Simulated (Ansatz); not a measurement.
Species: sum formula AlO₂H₂, charge 0, multiplicity 2. It need not be the lowest isomer of its formula. 
Structure (B3LYP-D3(BJ)/def2-TZVP (Ansatz, an electronic-structure program) minimum search):
SMILES: [OH][Al][OH]
```xyz
5

Al     0.0795    -0.5089    -0.0126
O      1.0953     0.4653    -0.9725
H      1.0612     1.4216    -1.0460
O     -1.1776     0.0617     0.9855
H     -1.4361     0.9782     1.1053
```
Charge 0, spin multiplicity 2.

Parts of the frozen-core correlation energy in aug-cc-pV(D+d)Z (Ansatz, hartree). Frozen orbitals: 7; correlated occupied orbitals by spin: 9 and 8; virtual: 80 and 81. UHF or UKS for open shells. Spin-orbit coupling is left out. No relativistic terms.

| term | value |
|---|---|
| reference (HF) | -392.92417 |
| MP2 opposite-spin | … |
| MP2 same-spin | … |
| CCSD correlation | -0.46641 |
| (T) | … |
| T1 diagnostic | 0.017 |
| largest doubles amplitude | 0.015 |
| <S^2> of the reference | 0.752 |

Task: Fill in the missing entries.

Result: 
- MP2 opposite-spin, value: -0.33437
- MP2 same-spin, value: -0.12293
- (T), value: -0.01338
